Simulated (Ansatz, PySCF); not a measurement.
H₁₂N₄Zn, charge +2. Atoms are numbered in the order given.

```xyz
17

Zn     0.0000     0.0000     0.0000
N      1.1957    -1.1957     1.1957
H      1.8195    -0.6697     1.8195
H      1.8195    -1.8195     0.6697
H      0.6697    -1.8195     1.8195
N     -1.1957    -1.1957    -1.1957
H     -1.8195    -0.6697    -1.8195
H     -1.8195    -1.8195    -0.6697
H     -0.6697    -1.8195    -1.8195
N     -1.1957     1.1957     1.1957
H     -0.6697     1.8195     1.8195
H     -1.8195     0.6697     1.8195
H     -1.8195     1.8195     0.6697
N      1.1957     1.1957    -1.1957
H      1.8195     1.8195    -0.6697
H      0.6697     1.8195    -1.8195
H      1.8195     0.6697    -1.8195
```
Charge +2, spin multiplicity 1.

Geometry: ωB97X-D3(BJ)/def2-SVP. The isomer is the one that the SMILES or the coordinates give; other isomers of the formula were not compared.

Vertical ionisation energy (IE) and electron affinity (EA) in eV. Rows of orbital energies are one-electron estimates. Where ΔSCF, EOM or ADC give a negative EA the extra electron is unbound and the value depends on the basis.

```tsv
level	IE	EA
−ε(HOMO), −ε(LUMO), M06-2X/def2-TZVP (PySCF)	20.11	8.00
−ε(HOMO), −ε(LUMO), PBE/def2-TZVP (PySCF)	16.82	9.49
ΔSCF, CAM-B3LYP/def2-SVPD (Ansatz), final states of multiplicity 2 and 2	20.84	7.11
ΔSCF, PBE/def2-SVPD (Ansatz), final states of multiplicity 2 and 2	19.85	7.48
```

Problem. What vertical singlet–triplet gap does ΔSCF give with CAM-B3LYP/def2-SVPD (Ansatz, a quantum-chemistry and plane-wave program) and with PBE/def2-SVPD (Ansatz)? (Estimate from the structure and the level; the computed values follow.)

Solution. 8.68 and 7.42 eV (triplet above singlet where positive).
